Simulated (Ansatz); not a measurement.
Ansatz (a program for electronic structure) input (CCSD(T)/aug-cc-pV(D+d)Z):
A basis named .json is the Basis Set Exchange file of that set.

Ansatz 0.2 input:
```yaml
crystal:
  periodic: [false, false, false]
  atoms:
    - {symbol: Si, position_ang: [-0.05446077, -0.02835933, 0.41810595]}
    - {symbol: O, position_ang: [0.75189091, -1.21217452, -0.21553791]}
    - {symbol: H, position_ang: [1.05097533, -1.46321381, -1.10216151]}
    - {symbol: O, position_ang: [-0.69291771, 1.24288361, -0.23721083]}
    - {symbol: H, position_ang: [-0.76031015, 1.61457176, -1.12933179]}
basis:
  gaussian:
    orbitals: aug-cc-pV_D+d_Z.json
total_charge: 1
magnetization: {spin_polarized: true, initial_magnetization: 1}
correlation: {method: ccsd_t, electrons: outside_noble_gas}
output: {forces: true}
```

Output:

```
Functional definition: HF
integrals: 0.19 GiB planned
952 factors; integrals over basis functions are off by at most 7.5e-4 eV
mean field: 0.27 GiB planned
mean field evaluation 1: about -11952.5948 eV, gradient 5.2e1 eV
mean field evaluation 2: about -11952.5956 eV, gradient 5.2e1 eV
mean field evaluation 4: about -11962.4481 eV, gradient 2.9e0 eV
mean field evaluation 8: about -11962.5812 eV, gradient 1.4e-1 eV
mean field evaluation 16: about -11962.5592 eV, gradient 9.7e-1 eV
mean field evaluation 32: about -11957.2218 eV, gradient 1.7e-3 eV
mean field evaluation 64: about -11955.3937 eV, gradient 1.5e0 eV
mean field -11962.58150282 eV, -439.6167616998 hartree, gradient 2.2e-6 eV, S^2 0.753334; 0 other end points of the search recorded, 0 dependent functions left out
7 core orbitals not correlated
reference -11962.58150282 eV, -439.6167616998 hartree; 9, 8 occupied and 80, 81 virtual orbitals, 952 factors
densities: 1.04 GiB planned
second order -12.49359887 eV of doubles, -0.00000000 eV of singles
coupled cluster: 0.65 GiB planned
cycle   1  -12.40323347 eV  change    9.0e-2 eV  update   9.2e-2
cycle   2  -12.70017894 eV  change   -3.0e-1 eV  update   2.7e-2
cycle   3  -12.79441059 eV  change   -9.4e-2 eV  update   1.6e-2
cycle   4  -12.78937083 eV  change    5.0e-3 eV  update   3.9e-3
cycle   5  -12.78679108 eV  change    2.6e-3 eV  update   1.6e-3
cycle   6  -12.78737571 eV  change   -5.8e-4 eV  update   4.9e-4
cycle   7  -12.78731137 eV  change    6.4e-5 eV  update   2.0e-4
cycle   8  -12.78730250 eV  change    8.9e-6 eV  update   7.4e-5
cycle   9  -12.78732581 eV  change   -2.3e-5 eV  update   3.1e-5
cycle  10  -12.78731872 eV  change    7.1e-6 eV  update   1.2e-5
cycle  11  -12.78732466 eV  change   -5.9e-6 eV  update   4.9e-6
cycle  12  -12.78732781 eV  change   -3.2e-6 eV  update   2.0e-6
perturbative correction -0.38179311 eV, -0.0140306380 hartree
the calculation of the forces begins
Total energy: -11975.75062374 eV, -440.1007179672 hartree
Atom 0 at    -0.054461    -0.028359     0.418106 Å, force    -0.094991    -0.049465     0.729268 eV/Å
Atom 1 at     0.751891    -1.212175    -0.215538 Å, force     0.591800    -0.929476    -0.254905 eV/Å
Atom 2 at     1.050975    -1.463214    -1.102162 Å, force    -0.017138     0.058432    -0.101821 eV/Å
Atom 3 at    -0.692918     1.242884    -0.237211 Å, force    -0.523216     0.965190    -0.271631 eV/Å
Atom 4 at    -0.760310     1.614572    -1.129332 Å, force     0.043545    -0.044681    -0.100911 eV/Å
Dipole moment:     0.044043     0.022935    -0.338128 e Å
```
